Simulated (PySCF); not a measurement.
B(F)(H)(OAc) (C2H4BFO2), SMILES B(F)OC(=O)C.

Geometry optimised at B3LYP-D3(BJ)/def2-SVP. This is a generated structure with no PubChem entry under its InChIKey; it may be hypothetical. Other conformers were not sampled.

Two levels are set side by side: PBE/def2-TZVP (PySCF) and B3LYP/def2-TZVP (PySCF). Same geometry, gas phase. Differences are taken from unrounded values.

```
quantity                     B3LYP
---------------------------  -----
orbital gap (eV)              7.08
highest occupied level (eV)  -8.20
lowest empty level (eV)      -1.12
dipole moment (D)             2.86
mean polarisability (bohr³)   43.8
```

Question: What does PBE give, and how far is it from B3LYP? (Estimate from the structure and the level; the computed values follow.)

Answer: 
```
quantity                       PBE  PBE minus B3LYP
---------------------------  -----  ---------------
orbital gap (eV)              4.82            -2.26
highest occupied level (eV)  -6.78             1.42
lowest empty level (eV)      -1.95            -0.83
dipole moment (D)             2.72            -0.14
mean polarisability (bohr³)   45.7              1.9
```

Without exact exchange PBE keeps part of each electron's self-repulsion, which lifts occupied levels and narrows the gap. PBE's more diffuse valence density responds more strongly to a field. Differences between two approximate levels are no errors against the true value.

Rough cost on one machine, each run with all the roots and properties that it gave: B3LYP against PBE within a factor of 2.
